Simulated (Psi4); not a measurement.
F$_{2}$Si, charge +1, doublet, geometry from GFN2-xTB (a state made from the parent by changing its charge; the spin is typed, not shown lowest). Base run: Psi4 1.11 with CAM-B3LYP/6-31G.

Here is a job for Psi4.
```
memory 2 GB

molecule {
1 2
  F    -1.31551725   -0.40462820    0.01044998
  Si   -0.01740213    0.44992730    0.03735713
  F     1.34258723   -0.29525872   -0.06856107
}

set basis 6-31g
set reference uks

energy('cam-b3lyp')
print_variables()
```

Each row names what was changed in the base input (with any setting that the change needs).

| change | ΔE vs base (eV) | point group used | SCF cycles |
|---|---|---|---|
| base | 0.00 | cs | 8 |
| molecule keys = no_reorient | 0.00 | c1 | 8 |
| molecule keys = symmetry c1, no_reorient, no_com | 0.00 | c1 | 8 |
| molecule keys = symmetry c1 | 0.00 | c1 | 8 |
| jitter_ang = 0.002 | 0.00 | cs | 9 |

Open shells are given as the SCF converged; they aren't shown to be the lowest states, and a large step between rows can be another state.
